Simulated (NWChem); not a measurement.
System: GeSiH$_{3}$Br, singlet; SMILES [SiH3][Ge][Br]

Input file for NWChem:

```
start job
memory heap 200 mb stack 900 mb global 1100 mb
geometry units angstroms noautoz
  Ge     0.875400    -0.495430    -0.404907
  Br    -0.315879     1.323694     0.498143
  Si    -1.045035    -2.037004    -0.067561
  H     -0.750535    -3.433382    -0.526986
  H     -2.228636    -1.528532    -0.832133
  H     -1.393469    -2.082981     1.388632
end
basis spherical
  * library def2-svpd
end
dft
  xc pbe0
  iterations 150
  mulliken
end
task dft energy
```

Output (shortened):

```
             Northwest Computational Chemistry Package (NWChem) 7.3.0
             --------------------------------------------------------

 CS  symmetry detected

                             Geometry "geometry" -> ""
                             -------------------------

 Output coordinates in angstroms (scale by  1.889725989 to convert to a.u.)

  No.       Tag          Charge          X              Y              Z
 ---- ---------------- ---------- -------------- -------------- --------------
    1 Ge                  32.0000     0.93965889    -0.56195913     0.00000000
    2 Br                  35.0000    -0.26177895     1.46298635     0.00000000
    3 Si                  14.0000    -1.15069723    -1.90685116     0.00000000
    4 H                    1.0000    -0.88632534    -3.38258163     0.00000000
    5 H                    1.0000    -1.95536738    -1.57166611    -1.21826866
    6 H                    1.0000    -1.95536738    -1.57166611     1.21826866

 Effective nuclear repulsion energy (a.u.)     466.1357380472

      Symmetry information
      --------------------

 Group name             Cs
 Group number              2
 Group order               2
 No. of unique centers     5

                                 NWChem DFT Module
                                 -----------------

 Summary of "ao basis" -> "ao basis" (spherical)
 ------------------------------------------------------------------------------
       Tag                 Description            Shells   Functions and Types
 ---------------- ------------------------------  ------  ---------------------
 Ge                        def2-svpd                14       38   6s4p4d
 Br                        def2-svpd                15       41   6s5p4d
 Si                        def2-svpd                10       24   5s3p2d
 H                         def2-svpd                 4        8   2s2p

      Symmetry analysis of basis
      --------------------------

        a'         85
        a"         42

            General Information
            -------------------
          SCF calculation type: DFT
          Wavefunction type:  closed shell.
          No. of atoms     :     6
          No. of electrons :    84
           Alpha electrons :    42
            Beta electrons :    42
          Charge           :     0
          Spin multiplicity:     1
          Use of symmetry is: on ; symmetry adaption is: on
          Maximum number of iterations: 150
          AO basis - number of functions:   127
                     number of shells:    51
          Convergence on energy requested:  1.00D-06
          Convergence on density requested:  1.00D-05
          Convergence on gradient requested:  5.00D-04

              XC Information
              --------------
                         PBE0 Method XC Functional
                     Hartree-Fock (Exact) Exchange  0.250
          PerdewBurkeErnzerhof Exchange Functional  0.750
            Perdew 1991 LDA Correlation Functional  1.000 local
           PerdewBurkeErnz. Correlation Functional  1.000 non-local

             Grid Information
             ----------------
          Grid used for XC integration:  medium
          Radial quadrature: Mura-Knowles
          Angular quadrature: Lebedev.
          Tag              B.-S. Rad. Rad. Pts. Rad. Cut. Ang. Pts.
          ---              ---------- --------- --------- ---------
          Ge                  1.25      112          12.0       590
          Br                  1.15      112          13.0       590
          Si                  1.10       88          13.0       590
          H                   0.35       45          14.0       434
          Grid pruning is: on
          Number of quadrature shells:   402
          Spatial weights used:  Erf1

      Superposition of Atomic Density Guess
      -------------------------------------

 Sum of atomic energies:       -4937.36864873

      Non-variational initial energy
      ------------------------------

 Total energy =   -4937.823473
 1-e energy   =   -7809.227978
 2-e energy   =    2405.268767
 HOMO         =      -0.201191
 LUMO         =      -0.076649

      Symmetry analysis of molecular orbitals - initial
      -------------------------------------------------

  Numbering of irreducible representations:

     1 a'          2 a"

  Orbital symmetries:

     1 a'          2 a'          3 a'          4 a'          5 a'
     6 a'          7 a"          8 a'          9 a'         10 a'
    11 a"         12 a'         13 a'         14 a'         15 a"
    16 a'         17 a'         18 a'         19 a'         20 a"
    21 a"         22 a'         23 a'         24 a'         25 a'
    26 a"         27 a'         28 a"         29 a'         30 a'
    31 a'         32 a"         33 a"         34 a'         35 a'
    36 a'         37 a'         38 a"         39 a'         40 a"
    41 a'         42 a'         43 a"         44 a'         45 a'
    46 a'         47 a'         48 a"         49 a'         50 a'
    51 a"         52 a'

     ---------------------------------------------
      Total Density - Mulliken Population Analysis
     ---------------------------------------------

    Atom       Charge   Shell Charges
 -----------   ------   -------------------------------------------------------
    1 Ge  32    31.11   2.00  2.00  2.00  1.36  0.42  0.04  6.00  5.98  0.66  0.60  8.14  1.80  0.12 -0.01
    2 Br  35    35.62   2.00  2.00  2.00  1.38  0.58  0.01  6.00  5.99  2.41  3.10  0.12  8.23  1.73  0.06  0.03
    3 Si  14    14.64   2.00  1.99  1.06  0.57 -0.02  5.94  1.17  1.79  0.09  0.06
    4 H    1     0.89   0.70  0.20  0.01 -0.02
    5 H    1     0.87   0.69  0.19  0.01 -0.03
    6 H    1     0.87   0.69  0.19  0.01 -0.03

   convergence    iter        energy       DeltaE   RMS-Dens  Diis-err
 ---------------- ----- ----------------- --------- --------- ---------
 d= 0,ls=0.0,diis     1  -4941.0781363504 -5.41D+03  1.20D-02  3.46D-01
 d= 0,ls=0.0,diis     2  -4941.0475043107  3.06D-02  6.67D-03  4.68D-01
 d= 0,ls=0.0,diis     3  -4941.1236999174 -7.62D-02  1.58D-03  3.97D-02
 d= 0,ls=0.0,diis     4  -4941.1288340018 -5.13D-03  2.68D-04  2.11D-03
 d= 0,ls=0.0,diis     5  -4941.1289964798 -1.62D-04  7.70D-05  6.00D-05
  Resetting Diis
 d= 0,ls=0.0,diis     6  -4941.1290061871 -9.71D-06  1.50D-05  6.62D-07
 d= 0,ls=0.0,diis     7  -4941.1290063206 -1.33D-07  1.05D-05  2.46D-07
 d= 0,ls=0.0,diis     8  -4941.1290063204  1.53D-10  4.86D-06  3.22D-07

         Total DFT energy =    -4941.129006320429
      One electron energy =    -7809.667202348892
           Coulomb energy =     2594.097271003061
    Exchange-Corr. energy =     -191.694813021769
 Nuclear repulsion energy =      466.135738047170

 Numeric. integr. density =       83.999998853306

                  Occupations of the irreducible representations
                  ----------------------------------------------

                     irrep           alpha         beta
                     --------     --------     --------
                     a'               31.0         31.0
                     a"               11.0         11.0

                       DFT Final Molecular Orbital Analysis
                       ------------------------------------

 Vector   40  Occ=2.000000D+00  E=-3.251193D-01  Symmetry=a"
              MO Center= -2.6D-01,  1.1D+00,  8.3D-15, r^2= 2.4D+00
   Bfn.  Coefficient  Atom+Function         Bfn.  Coefficient  Atom+Function
  ----- ------------  ---------------      ----- ------------  ---------------
    56      0.538657  2 Br pz                53      0.500195  2 Br pz
    50     -0.330699  2 Br pz                15      0.110478  1 Ge pz
    47      0.107423  2 Br pz                18      0.096772  1 Ge pz
    93     -0.084546  3 Si pz               112      0.084861  5 H  s
   120     -0.084861  6 H  s                 90     -0.069124  3 Si pz

 Vector   41  Occ=2.000000D+00  E=-3.222916D-01  Symmetry=a'
              MO Center= -1.2D-01,  5.8D-01,  5.1D-14, r^2= 4.3D+00
   Bfn.  Coefficient  Atom+Function         Bfn.  Coefficient  Atom+Function
  ----- ------------  ---------------      ----- ------------  ---------------
    55      0.411871  2 Br py                52      0.378866  2 Br py
    54      0.268567  2 Br px                49     -0.250689  2 Br py
    51      0.249869  2 Br px                 4      0.228117  1 Ge s
    48     -0.165122  2 Br px                13      0.146396  1 Ge px
     5      0.140781  1 Ge s                104     -0.137692  4 H  s

 Vector   42  Occ=2.000000D+00  E=-2.433251D-01  Symmetry=a'
              MO Center=  2.8D-01, -5.5D-01, -8.8D-15, r^2= 4.5D+00
   Bfn.  Coefficient  Atom+Function         Bfn.  Coefficient  Atom+Function
  ----- ------------  ---------------      ----- ------------  ---------------
    13      0.320777  1 Ge px                83     -0.311941  3 Si s
     4      0.302991  1 Ge s                 54     -0.294616  2 Br px
    16      0.263975  1 Ge px                51     -0.249257  2 Br px
    91     -0.250414  3 Si px                 5      0.238988  1 Ge s
    88     -0.207185  3 Si px                10     -0.177260  1 Ge px

 Vector   43  Occ=0.000000D+00  E=-1.250670D-01  Symmetry=a"
              MO Center=  6.8D-01, -5.3D-01,  8.3D-15, r^2= 3.5D+00
   Bfn.  Coefficient  Atom+Function         Bfn.  Coefficient  Atom+Function
  ----- ------------  ---------------      ----- ------------  ---------------
    18      0.565441  1 Ge pz                15      0.458949  1 Ge pz
    12     -0.249967  1 Ge pz                56     -0.228712  2 Br pz
    53     -0.177455  2 Br pz                50      0.114129  2 Br pz
   113      0.098612  5 H  s                121     -0.098612  6 H  s
     9      0.080826  1 Ge pz               112      0.078107  5 H  s

 Vector   44  Occ=0.000000D+00  E=-3.555331D-02  Symmetry=a'
              MO Center=  5.6D-01, -4.3D-01,  4.8D-13, r^2= 6.1D+00
   Bfn.  Coefficient  Atom+Function         Bfn.  Coefficient  Atom+Function
  ----- ------------  ---------------      ----- ------------  ---------------
     6      0.585632  1 Ge s                  5     -0.516070  1 Ge s
    17     -0.446731  1 Ge py                44     -0.403945  2 Br s
    14     -0.331762  1 Ge py                43      0.323874  2 Br s
    55     -0.324770  2 Br py                 4     -0.252086  1 Ge s
    42      0.241953  2 Br s                 16      0.238668  1 Ge px

 Vector   45  Occ=0.000000D+00  E= 5.658253D-04  Symmetry=a'
              MO Center=  9.4D-02, -1.0D+00,  8.9D-16, r^2= 9.2D+00
   Bfn.  Coefficient  Atom+Function         Bfn.  Coefficient  Atom+Function
  ----- ------------  ---------------      ----- ------------  ---------------
    83      1.799567  3 Si s                  6      1.607945  1 Ge s
    84     -1.502823  3 Si s                  5     -0.999361  1 Ge s
     4     -0.306743  1 Ge s                113     -0.273052  5 H  s
   121     -0.273052  6 H  s                105     -0.238004  4 H  s
    13      0.234969  1 Ge px                16      0.232815  1 Ge px

     ---------------------------------------------
      Total Density - Mulliken Population Analysis
     ---------------------------------------------

    Atom       Charge   Shell Charges
 -----------   ------   -------------------------------------------------------
    1 Ge  32    31.51   2.00  2.00  1.99  1.55  0.18  0.07  6.00  5.97  0.94  0.71  8.09  1.81  0.19 -0.00
    2 Br  35    35.38   2.00  2.00  1.99  1.45  0.51  0.03  6.00  5.98  2.35  2.90  0.13  8.20  1.74  0.08  0.02
    3 Si  14    14.67   2.00  1.98  1.07  0.54 -0.04  5.93  1.29  1.70  0.13  0.08
    4 H    1     0.83   0.73  0.12  0.01 -0.03
    5 H    1     0.81   0.72  0.11  0.01 -0.03
    6 H    1     0.81   0.72  0.11  0.01 -0.03

     -------------------------------------------
      Total Density - Lowdin Population Analysis
     -------------------------------------------

    Atom       Charge   Shell Charges
 -----------   ------   -------------------------------------------------------
    1 Ge  32    31.78   2.00  2.00  1.97  0.93  0.38  0.20  5.99  5.80  1.06  0.91  7.80  2.04  0.32  0.39
    2 Br  35    35.14   2.00  2.00  1.96  1.06  0.58  0.18  5.99  5.81  2.43  2.56  0.34  7.84  2.03  0.15  0.21
    3 Si  14    13.64   2.00  1.93  0.50  0.24  0.16  5.82  1.28  1.20  0.18  0.34
    4 H    1     1.16   0.60  0.34  0.02  0.19
    5 H    1     1.14   0.60  0.33  0.02  0.19
    6 H    1     1.14   0.60  0.33  0.02  0.19

     Multipole analysis of the density
     ---------------------------------

     L   x y z        total         alpha         beta         nuclear
     -   - - -        -----         -----         ----         -------
     0   0 0 0     -0.000000    -42.000000    -42.000000     84.000000

     1   1 0 0      0.346683      0.173342      0.173342      0.000000
     1   0 1 0     -0.527164     -0.263582     -0.263582     -0.000000
     1   0 0 1     -0.000000     -0.000000     -0.000000      0.000000

     2   2 0 0    -39.431424   -122.603653   -122.603653    205.775882
     2   1 1 0     -1.258638    -17.701669    -17.701669     34.144700
     2   1 0 1     -0.000000     -0.000000     -0.000000      0.000000
     2   0 2 0    -39.351926   -291.620225   -291.620225    543.888525
     2   0 1 1     -0.000000     -0.000000     -0.000000      0.000000
     2   0 0 2    -36.633791    -23.616992    -23.616992     10.600194
```

Level: PBE0/def2-SVPD. Low-valent species are run as closed-shell singlets; no triplet was tried in these runs. The geometry was optimised at PBE0/def2-SVP.
